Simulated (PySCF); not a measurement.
**Towards the basis-set limit for ZnCl⁺**

State: ¹Σ⁺, singlet, closed shell. De refers to Zn⁺ + Cl. RHF-based CCSD(T) in PySCF 2.14 with Zn cc-pVTZ-PP with ECP10, Cl cc-pV(T+d)Z and Zn cc-pVQZ-PP with ECP10, Cl cc-pV(Q+d)Z (frozen core orbitals: 9; scalar-relativistic core potentials). Correlation energies are extrapolated as n⁻³ (n = 3, 4), Hartree–Fock as (n+1)·exp(−9√n).

| Level | Re (Å) | ωe (cm⁻¹) | ωexe (cm⁻¹) | αe (cm⁻¹) | De (eV) |
| --- | --- | --- | --- | --- | --- |
| CCSD(T)/TZ | 2.0445 | 470.5 | 1.87 | 0.000901 | 2.509 |
| CCSD(T)/QZ | 2.0365 | 474.3 | 1.86 | 0.000911 | 2.620 |
| HF/CBS | 2.0586 | 485.5 | 1.41 | 0.000755 | 1.344 |
| MP2/CBS | 2.0126 | 496.7 | 1.65 | 0.000858 | 2.814 |
| CCSD/CBS | 2.0306 | 484.8 | 1.74 | 0.000873 | 2.521 |
| CCSD(T)/CBS | 2.0314 | 478.5 | 1.86 | 0.000910 | 2.685 |

Problem. How much is left between CCSD(T)/QZ and the basis-set limit, and how much do the triples give at the limit?

Solution. CCSD(T)/CBS less CCSD(T)/QZ: -5.1 mÅ in Re, +4.2 cm⁻¹ in ωe and +0.065 eV in De. CCSD(T)/CBS less CCSD/CBS: +0.8 mÅ in Re, -6.3 cm⁻¹ in ωe and +0.164 eV in De.

The T1 diagnostic is 0.019. The open-shell atoms are computed with UHF. Spin–orbit coupling, excitations beyond (T) and corrections to the Born–Oppenheimer picture are left out.

The whole job (state search and all basis sets along the bond) took about 11 min on 4 threads of Intel Xeon Platinum 8259CL @ 2.50GHz (shared host), peak memory 8.3 GiB.
